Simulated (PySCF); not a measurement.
## Diatomic cations of Na with the second period

PBE0 with double-zeta basis sets in PySCF, for the lowest determinant that a PBE0 search found; no spin–orbit coupling. De refers to high-spin ground-configuration atoms (the charge goes to the atom of lower measured ionisation energy or higher electron affinity, which is not always the lowest computed limit). A positive dipole points towards Na; it is taken about the centre of mass and depends on that origin.

```
 M        basis  charged atom  state (unpaired electrons)  Re (Å)  ωe (cm⁻¹)  De (eV)  μ (D)
Li  aug-pcseg-1           Na+               doublet (σ ↑)   3.402        176     0.98  -3.80
Be      cc-pVDZ           Na+      singlet (closed shell)   2.960        203     0.45   0.69
 B  aug-pcseg-1           Na+               doublet (σ ↑)   2.895        190     0.58   2.44
 C  aug-cc-pVDZ           Na+          triplet (σ ↑, π ↑)   2.724        180     0.30   3.31
 N     def2-SVP           Na+         quartet (σ ↑, π ↑↑)   2.673        142     0.17   4.19
 F     def2-SVP           Na+               doublet (π ↑)   2.431        157     0.28   4.89
```

The shortest bond is that of NaF⁺ (2.431 Å), the longest that of NaLi⁺ (3.402 Å). NaLi⁺ is bound most strongly (0.98 eV) and NaN⁺ least (0.17 eV).

The rows differ in basis set, which adds steps of its own.

The state changes along the series, so neighbouring rows are not always alike in their bonding.

Closed-shell solutions of metal pairs were not tested for spin polarisation, which can lower them a little. Weak bonds: NaBe⁺, NaC⁺, NaF⁺, NaN⁺. Basis-set superposition, not corrected here, can be much of De in a small basis, most of all at correlated wavefunction levels. For an ion De counts to the pair picked by the measured ionisation energies or electron affinities, which need not be the lowest pair at this level. States were picked by a PBE0 search and need not be the measured ground states.
